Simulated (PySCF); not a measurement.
Screening by computed properties: pick the candidate that meets the target.

Each SMILES stands for a single optimised conformer of the isolated species, non-relativistic unless stated; the electronic structure was computed with PySCF and density fitting.

Dipoles, sizes and rotational constants follow the conformer. The torsions of the flexible species, by atom-mapped SMILES:
- `[CH3:1][CH2:2]/[CH:3]=[C:4](/[CH:5]=[CH:6]/[F:7])[CH2:8][F:9]`: C1–C2–C3–C4 103°, C3–C4–C5–C6 -174°, C3–C4–C8–F9 116°
- `[CH2:1]=[CH:2][CH:3]([CH:4]=[CH2:5])[N:6]=[CH2:7]`: C1–C2–C3–C4 108°, C2–C3–C4–C5 107°, C2–C3–N6–C7 -123°
- `[cH:1]1[cH:2][cH:3][c:4](-[c:5]2[cH:6][cH:7][n:8][n:9][n:10]2)[cH:11][cH:12]1`: C3–C4–C5–C6 0°
- `[CH2:1]=[CH:2][CH2:3][C@H:4]([CH3:5])[C:6]#[C:7][C:8]#[C:9][C:10]#[N:11]`: C1–C2–C3–C4 117°, C2–C3–C4–C5 -174°
- `[CH3:1]/[C:2]([Cl:3])=[CH:4]\[c:5]1[cH:6][cH:7][cH:8][s:9]1`: C2–C4–C5–C6 23°
- `[CH:1]#[C:2]/[CH:3]=[CH:4]/[C:5](=[CH:6]/[CH3:7])/[CH:8]=[CH:9]/[C:10]#[N:11]`: C3–C4–C5–C6 -160°, C4–C5–C8–C9 40°
- `[CH3:1][CH2:2][C:3]1=[C:4]([CH:5]([F:6])[F:7])[CH2:8]1`: C1–C2–C3–C4 -1°, C3–C4–C5–F6 -103°

Question: Wanted: dipole moment between 2.5 D and 4 D (PBE0/pcSseg-1) and HOMO energy above -7.2 eV (PBE0/pcSseg-1), at GFN2-xTB geometries. Which candidate meets both?
A. `C=CC[C@H](C)C#CC#CC#N`
B. `C1=CC=C(C2=NN=NC=C2)C=C1`
C. `CC/C=C(/C=C/F)CF`
D. `C/C(Cl)=C\c1cccs1`
E. `C=CC(C=C)N=C`

Answer: C. Computed values:
| species | dipole moment | HOMO energy |
| --- | --- | --- |
| C=CC(C=C)N=C | 1.41 D | -7.32 eV |
| C/C(Cl)=C\c1cccs1 | 2.10 D | -6.27 eV |
| CC/C=C(/C=C/F)CF | 2.95 D | -6.62 eV |
| C1=CC=C(C2=NN=NC=C2)C=C1 | 5.36 D | -7.00 eV |
| C=CC[C@H](C)C#CC#CC#N | 6.54 D | -7.71 eV |

Question: Wanted: smallest rotational constant between 0.4 GHz and 0.46 GHz (GFN2-xTB) and HOMO–LUMO gap below 5.7 eV (PBE0/pcSseg-1), at GFN2-xTB geometries. Which candidate meets both?
A. `C1=CC=C(C2=NN=NC=C2)C=C1`
B. `F/C=C/C(=C/CC)CF`
C. `CCC1=C(C(F)F)C1`
D. `C=CC[C@H](C)C#CC#CC#N`
E. `C=CC(C=C)N=C`
F. `C#C/C=C/C(=C/C)/C=C/C#N`

Answer: F. Computed values:
| species | smallest rotational constant | HOMO–LUMO gap |
| --- | --- | --- |
| C=CC[C@H](C)C#CC#CC#N | 0.318 GHz | 5.59 eV |
| C#C/C=C/C(=C/C)/C=C/C#N | 0.436 GHz | 4.54 eV |
| C1=CC=C(C2=NN=NC=C2)C=C1 | 0.486 GHz | 4.77 eV |
| F/C=C/C(=C/CC)CF | 0.637 GHz | 5.80 eV |
| CCC1=C(C(F)F)C1 | 1.050 GHz | 7.03 eV |
| C=CC(C=C)N=C | 1.497 GHz | 6.82 eV |
